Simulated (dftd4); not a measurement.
F$_{2}$OTa, charge +1, singlet, at a GFN2-xTB geometry (such geometries of metal compounds can be far from the true shape) (the multiplicity is a formal guess); D4 for r2scan run with dftd4.

Input for dftd4:
```
$ dftd4 mol.xyz --func r2scan --charge 1 --json dftd4.json --noedisp

# file mol.xyz
4

Ta     0.11123795     0.17488120     0.06889468
O      1.32045398    -0.96533351    -0.49187575
F     -0.96211147    -0.84678775     1.25488391
F     -1.11388880     0.28638115    -1.37647346
```

It wrote (shortened):

```
                    ____  _____ _____     ____  _  _
      -------------|  _ \|  ___|_   _|---|  _ \| || |------------
     |             | | | | |_    | | ___ | | | | || |_           |
     |             | |_| |  _|   | ||___|| |_| |__   _|          |
     |             |____/|_|     |_|     |____/   |_|            |
     |             ===================================           |
     |            E. Caldeweyher, S. Ehlert & S. Grimme          |
     |          Mulliken Center for Theoretical Chemistry        |
     |                    University of Bonn                     |
      -----------------------------------------------------------

Rational (Becke-Johnson) damping: r2scan-D4-ATM
---------------------
  s6         1.0000
  s8         0.6019
  s9         1.0000
  a1         0.5156
  a2         5.7734
 alp        16.0000
--------------------

Dispersion energy:      -4.7329295913668E-04 Eh

[Info] JSON dump of results written to 'dftd4.json'
```
